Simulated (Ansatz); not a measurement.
System: K$_{2}$, net charge 0, singlet state. 
Geometry from a B3LYP-D3(BJ)/def2-TZVP (Ansatz, a quantum-chemistry and plane-wave program) optimisation:
```
K
K 1 3.9725
```

Parts of the frozen-core correlation energy in def2-SVP (Ansatz, hartree). Frozen orbitals: 18; correlated occupied orbitals by spin: 1 and 1; virtual: 29 and 29. No spin-orbit coupling. No relativistic terms. The restricted reference is unstable.

```csv
term,value
reference (HF),-1198.15001
MP2 opposite-spin,-0.01378
MP2 same-spin,0.00000
CCSD correlation,-0.02201
(T),0.00000
T1 diagnostic,0.018
largest doubles amplitude,0.159
```
